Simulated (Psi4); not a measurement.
CH$_{4}$AlFOS, singlet, geometry from GFN2-xTB (such geometries of metal compounds can be far from the true shape). Base run: CCSD(T)/cc-pVDZ in Psi4.

Input for Psi4:
```
memory 2 GB

molecule {
0 1
  Al   -0.02416367    0.72131613    0.43457318
  F     0.55291913    2.26748948    0.37072105
  O    -0.98356104    0.18006573    1.65084786
  H    -1.51096089    0.08576602    2.43018547
  S     0.51726961   -0.66082103   -1.17535882
  C    -0.34266877   -2.20455495   -0.67448126
  H    -0.87054676   -2.05999989    0.26111045
  H     0.40700247   -2.98195662   -0.56787558
  H    -1.03945201   -2.46838426   -1.46351523
}

set basis cc-pvdz
set freeze_core true

energy('ccsd(t)')
print_variables()
```

Each row names what was changed in the base input (with any setting that the change needs).

```json
[
 {"change": "base", "ΔE vs base (mEh)": "0.000", "MP2 correlation (Eh)": "-0.70747", "basis functions": "98", "core-seconds (rough)": "100"},
 {"change": "method = mp3", "ΔE vs base (mEh)": "___", "MP2 correlation (Eh)": "-0.70734", "basis functions": "98", "core-seconds (rough)": "10"},
 {"change": "method = dlpno-mp2", "ΔE vs base (mEh)": "53.196", "MP2 correlation (Eh)": "-0.70730", "basis functions": "98", "core-seconds (rough)": "9"},
 {"change": "method = ccsd", "ΔE vs base (mEh)": "___", "MP2 correlation (Eh)": "-0.70747", "basis functions": "98", "core-seconds (rough)": "100"},
 {"change": "method = mp4", "ΔE vs base (mEh)": "-0.814", "MP2 correlation (Eh)": "-0.70747", "basis functions": "98", "core-seconds (rough)": "90"},
 {"change": "method = qcisd(t)", "ΔE vs base (mEh)": "-0.657", "MP2 correlation (Eh)": "-0.70747", "basis functions": "98", "core-seconds (rough)": "100"},
 {"change": "method = fno-ccsd(t)", "ΔE vs base (mEh)": "0.000", "MP2 correlation (Eh)": "-0.70747", "basis functions": "98", "core-seconds (rough)": "100"},
 {"change": "method = mp2", "ΔE vs base (mEh)": "53.148", "MP2 correlation (Eh)": "-0.70734", "basis functions": "98", "core-seconds (rough)": "8"}
]
```

### Question
Complete the blanks.

### Answer

- method = mp3, ΔE vs base (mEh): 27.165
- method = ccsd, ΔE vs base (mEh): 16.725
